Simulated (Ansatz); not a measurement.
Harmonic frequencies (cm⁻¹) at PBE0-D4/def2-TZVP from Ansatz: 111, 137, 151, 202, 257, 286, 400, 533, 656, 696, 745, 775, 841, 849, 894, 943, 1126, 1222, 1278, 1446, 1446, 1518, 1767, 2214, 2978, 3056, 3060, 3141, 3149, 3933.

Each molecule was computed in one conformer, which needn't be the lowest.

Task: Which molecule is it?
A. `C[Si]1(N)CO1`
B. `CN([SiH3])C=O`
C. `NCC1O[SiH2]1`
D. `C=N[SiH](C)O`

Result: D.
